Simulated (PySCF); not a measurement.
CH$_{5}$FOSi, singlet, at a GFN2-xTB geometry. Base run: PBE0/6-31G*, polarisability (PySCF).

The PySCF input:
```python
from pyscf import gto, scf, dft
from pyscf.prop import polarizability

mol = gto.Mole()
mol.atom = '''
    Si    0.13646255   -0.19920830    0.28491332
    C     1.34040274    0.70438131   -0.85933678
    O    -0.77538189   -1.31273429   -0.45175775
    F    -0.86736644    0.93034814    0.86423853
    H     0.69967693   -0.90219834    1.41522491
    H     2.00218829    0.01012581   -1.36839396
    H     1.96162429    1.40069433   -0.30453314
    H     0.81511623    1.27730932   -1.62100285
    H    -1.42214489   -1.09456160   -1.11814543
'''
mol.basis = '6-31g*'
mol.verbose = 4
mol.build()

mf = dft.RKS(mol)
mf.xc = 'pbe0'
mf.kernel()
alpha = mf.Polarizability().polarizability()[2, 2]
print('alpha_zz =', alpha)
```

**Question.** The base was run again with changes. Order these runs by alpha_zz (bohr³), lowest first: functional = camb3lyp | functional = lda,vwn | basis = STO-3G | basis = 6-31+G* | basis = 6-31G.

**Answer.** basis = STO-3G (alpha_zz (bohr³) 17.91), basis = 6-31G (alpha_zz (bohr³) 31.67), functional = camb3lyp (alpha_zz (bohr³) 32.30), functional = lda,vwn (alpha_zz (bohr³) 34.21), basis = 6-31+G* (alpha_zz (bohr³) 37.43)

Finite-field rows take the second difference of the energy in a field along z; a small field with loose convergence shows SCF noise divided by the square of the field, and a large one adds hyperpolarisability.
